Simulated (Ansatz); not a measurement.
Ansatz (an electronic-structure program) input (B3LYP-D3(BJ)/def2-TZVP):

Ansatz 0.2 input:
```yaml
crystal:
  periodic: [false, false, false]
  atoms:
    - {symbol: Se, position_ang: [-0.00483803, -0.00060100, 0.68657595]}
    - {symbol: Cl, position_ang: [1.11237023, 1.27416554, -0.67765679]}
    - {symbol: Cl, position_ang: [-1.10269418, -1.27296353, -0.69549512]}
basis:
  gaussian:
    orbitals: def2-TZVP
hamiltonian:
  xc: b3lyp
  dispersion: d3bj
phonons: {temperatures: {t_min: 298.15, t_max: 298.15, t_step: 100}}
```

Output:

```
Functional definition: B3LYP
integrals: 0.05 GiB planned
935 factors; their error is unknown
mean field: 0.48 GiB planned
mean field evaluation 1: about -90396.6240 eV, gradient 1.8e1 eV
mean field evaluation 2: about -90395.4956 eV, gradient 2.9e1 eV
mean field evaluation 4: about -90397.2423 eV, gradient 7.5e-1 eV
mean field evaluation 8: about -90397.6305 eV, gradient 3.5e-1 eV
mean field evaluation 16: about -90397.6306 eV, gradient 7.5e-5 eV
mean field -90397.63064122 eV, -3322.0516523501 hartree, gradient 7.3e-5 eV, S^2 0.000000; 0 other end points of the search recorded, 0 dependent functions left out
the calculation of the forces begins
reference -90397.63085994 eV, -3322.0516603877 hartree; 34, 34 occupied and 88, 88 virtual orbitals, 935 factors
these checks for a lower state are left out or cut short: stability, starts, cluster_reference, orbital_swaps, neighbouring_geometries, increment
integrals: 0.05 GiB planned
935 factors; their error is unknown
mean field: 0.48 GiB planned
mean field -90397.63060315 eV, -3322.0516509510 hartree, gradient 1.0e-6 eV, S^2 0.000000; 0 other end points of the search recorded, 0 dependent functions left out
the calculation of the forces begins
reference -90397.63082187 eV, -3322.0516589890 hartree; 34, 34 occupied and 88, 88 virtual orbitals, 935 factors
these checks for a lower state are left out or cut short: stability, starts, cluster_reference, orbital_swaps, neighbouring_geometries, increment
integrals: 0.05 GiB planned
935 factors; their error is unknown
mean field: 0.48 GiB planned
mean field evaluation 32: about -90397.6306 eV, gradient 1.0e-6 eV
mean field -90397.63061579 eV, -3322.0516514154 hartree, gradient 1.0e-6 eV, S^2 0.000000; 0 other end points of the search recorded, 0 dependent functions left out
the calculation of the forces begins
reference -90397.63083449 eV, -3322.0516594527 hartree; 34, 34 occupied and 88, 88 virtual orbitals, 935 factors
these checks for a lower state are left out or cut short: stability, starts, cluster_reference, orbital_swaps, neighbouring_geometries, increment
integrals: 0.05 GiB planned
935 factors; their error is unknown
mean field: 0.48 GiB planned
mean field -90397.63068694 eV, -3322.0516540302 hartree, gradient 1.0e-6 eV, S^2 0.000000; 0 other end points of the search recorded, 0 dependent functions left out
the calculation of the forces begins
reference -90397.63090572 eV, -3322.0516620702 hartree; 34, 34 occupied and 88, 88 virtual orbitals, 935 factors
these checks for a lower state are left out or cut short: stability, starts, cluster_reference, orbital_swaps, neighbouring_geometries, increment
integrals: 0.05 GiB planned
935 factors; their error is unknown
mean field: 0.48 GiB planned
mean field -90397.63053687 eV, -3322.0516485152 hartree, gradient 1.0e-6 eV, S^2 0.000000; 0 other end points of the search recorded, 0 dependent functions left out
the calculation of the forces begins
reference -90397.63075552 eV, -3322.0516565505 hartree; 34, 34 occupied and 88, 88 virtual orbitals, 935 factors
these checks for a lower state are left out or cut short: stability, starts, cluster_reference, orbital_swaps, neighbouring_geometries, increment
integrals: 0.05 GiB planned
935 factors; their error is unknown
mean field: 0.48 GiB planned
mean field -90397.63063504 eV, -3322.0516521228 hartree, gradient 9.8e-7 eV, S^2 0.000000; 0 other end points of the search recorded, 0 dependent functions left out
the calculation of the forces begins
reference -90397.63085375 eV, -3322.0516601602 hartree; 34, 34 occupied and 88, 88 virtual orbitals, 935 factors
these checks for a lower state are left out or cut short: stability, starts, cluster_reference, orbital_swaps, neighbouring_geometries, increment
integrals: 0.05 GiB planned
935 factors; their error is unknown
mean field: 0.48 GiB planned
mean field evaluation 64: about -90397.6306 eV, gradient 9.8e-7 eV
mean field -90397.63062790 eV, -3322.0516518605 hartree, gradient 9.8e-7 eV, S^2 0.000000; 0 other end points of the search recorded, 0 dependent functions left out
the calculation of the forces begins
reference -90397.63084662 eV, -3322.0516598983 hartree; 34, 34 occupied and 88, 88 virtual orbitals, 935 factors
Total energy: -90397.80678705 eV, -3322.0581255897 hartree
Atom 0 at    -0.004838    -0.000601     0.686576 Å, force    -0.000000    -0.000000     0.000033 eV/Å
Atom 1 at     1.112370     1.274166    -0.677657 Å, force     0.000091     0.000105    -0.000016 eV/Å
Atom 2 at    -1.102694    -1.272964    -0.695495 Å, force    -0.000091    -0.000105    -0.000017 eV/Å
Dipole moment:    -0.001629    -0.000202     0.231161 e Å
Vibrations: 155.40 389.18 412.48 cm⁻¹, zero-point energy 0.059330 eV
```
